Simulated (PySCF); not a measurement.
How the method moves the HOMO and LUMO of `O=C[SiH2]F`

CH3FOSi.
Cartesian coordinates in Å at the PBE0-D3(BJ)/def2-SVP level; atoms count from 1:
```xyz
7
CH3FOSi angstrom
O      1.8535   -0.9138   -0.0853
C      1.1714    0.0820   -0.1116
Si    -0.7220   -0.1413    0.1214
F     -1.4687    1.3033    0.0740
H      1.6393    1.0933   -0.2675
H     -0.9595   -0.7664    1.4492
H     -1.2319   -0.9878   -0.9898
```

Basis pcSseg-2 throughout (PySCF), one geometry. One conformer (not necessarily the lowest) at the PBE0-D3(BJ)/def2-SVP geometry, without solvent, vibrations or thermal averaging.

Q: How do the orbital energies, the gap and the dipole change with the method?

A: 
| method | kind | HOMO (eV) | LUMO (eV) | gap (eV) | μ (D) | SCF cycles |
| --- | --- | --- | --- | --- | --- | --- |
| BLYP | GGA | -5.95 | -3.08 | 2.87 | 0.75 | 15 |
| OPBE | GGA | -5.96 | -3.11 | 2.86 | 0.66 | 16 |
| PBE | GGA | -6.02 | -3.22 | 2.80 | 0.69 | 15 |
| B97-D | GGA | -6.04 | -3.10 | 2.94 | 0.75 | 16 |
| BP86 | GGA | -6.12 | -3.28 | 2.84 | 0.72 | 15 |
| LDA | LDA | -6.14 | -3.46 | 2.68 | 0.70 | 15 |
| KT2 | GGA | -6.17 | -3.13 | 3.04 | 0.69 | 16 |
| KT3 | GGA | -6.19 | -3.13 | 3.07 | 0.70 | 16 |
| B97-2 | global hybrid | -7.24 | -2.13 | 5.10 | 0.80 | 13 |
| B3LYP | global hybrid | -7.30 | -2.33 | 4.97 | 0.82 | 14 |
| PBE0 | global hybrid | -7.50 | -2.07 | 5.43 | 0.79 | 13 |
| mPW1PW91 | global hybrid | -7.54 | -2.08 | 5.46 | 0.80 | 13 |
| CAM-B3LYP | range-separated hybrid | -8.93 | -0.85 | 8.08 | 0.89 | 13 |
| BHandHLYP | global hybrid | -8.97 | -0.86 | 8.11 | 0.94 | 13 |
| wB97X-D | range-separated hybrid | -9.38 | -0.16 | 9.22 | 0.85 | 14 |
| LC-wPBE | range-separated hybrid | -10.20 | 0.41 | 10.60 | 0.89 | 14 |
| HF | Hartree–Fock | -11.23 | 1.92 | 13.15 | 1.13 | 11 |

The HOMO spans 5.28 eV, from BLYP down to HF, and the gap runs from 2.68 eV (LDA) to 13.15 eV (HF). Over the methods BLYP (0 %), OPBE (0 %), PBE (0 %), B97-D (0 %), BP86 (0 %), LDA (0 %), KT2 (0 %), KT3 (0 %), B97-2 (21 %), B3LYP (20 %), PBE0 (25 %), mPW1PW91 (25 %), BHandHLYP (50 %), HF (100 %), a straight line through the gap against the share of exact exchange rises by 1.03 eV for each 10 % (correlation coefficient 0.999). The dipole ranges from 0.66 D (OPBE) to 1.13 D (HF). This basis has no diffuse functions.

The vertical ΔSCF ionisation energy at B3LYP/def2-SVPD is 10.03 eV; −ε(HOMO) comes closest to it with LC-wPBE (10.20 eV).
